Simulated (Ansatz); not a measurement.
Reaction (silylene formation by 1,1-elimination): `NC[SiH2]S` → CH₃NH₂ + `[SiH]S`

Program: Ansatz. Geometries: PBE0-D4/def2-TZVP. ΔE: electronic, gas phase. CBS: MP2 limit from def2 TZ/QZ plus the TZ coupled-cluster correction, frozen cores. This one scheme is used for every species. Functionals use def2-TZVPP. B3LYP here is the variant with VWN-RPA as its local correlation; programs differ in this. Each species was taken in one conformer, which may not be the lowest.

```tsv
level	ΔE (kJ/mol)	difference from CCSD(T)/CBS
PBE-D4	146.1	-7.8
r2SCAN-D4	162.6	8.7
PBE0-D4	159.3	5.4
B3LYP-D4	143.7	-10.2
ωB97X-V	165.9	12.0
ωB97M-V	149.6	-4.3
B2PLYP	142.9	-11.0
PBE	136.7	-17.2
r2SCAN	159.9	6.0
PBE0	151.1	-2.8
B3LYP	128.8	-25.1
HF/def2-TZVPP	140.7	-13.2
MP2/def2-TZVPP	165.0	11.1
SCS-MP2/def2-TZVPP	155.4	1.5
CCSD/def2-TZVPP	147.4	-6.5
CCSD(T)/def2-TZVPP	148.5	-5.4
HF/def2-QZVPP	141.2	-12.7
MP2/def2-QZVPP	168.3	14.4
SCS-MP2/def2-QZVPP	159.1	5.2
HF/CBS(def2)	141.3	-12.6
MP2/CBS(def2)	170.4	16.5
CCSD/CBS(def2)	152.8	-1.1
CCSD(T)/CBS	153.9	0
```

Largest T1 diagnostic among the species: 0.016.

From PBE to PBE0 (25 % exact exchange), in def2-TZVPP and without D4, ΔE moves by +14.4 kJ/mol. In def2-TZVPP, CCSD(T) changes the Hartree–Fock value by +7.8 kJ/mol (the triples alone add +1.1 kJ/mol) and MP2 by +24.3 kJ/mol. The D4 term adds +14.8 kJ/mol with B3LYP and +8.2 kJ/mol with PBE0; it sums over pairs of atoms, weighted by their polarisabilities, and B3LYP, whose exchange is more repulsive, gets the larger term.
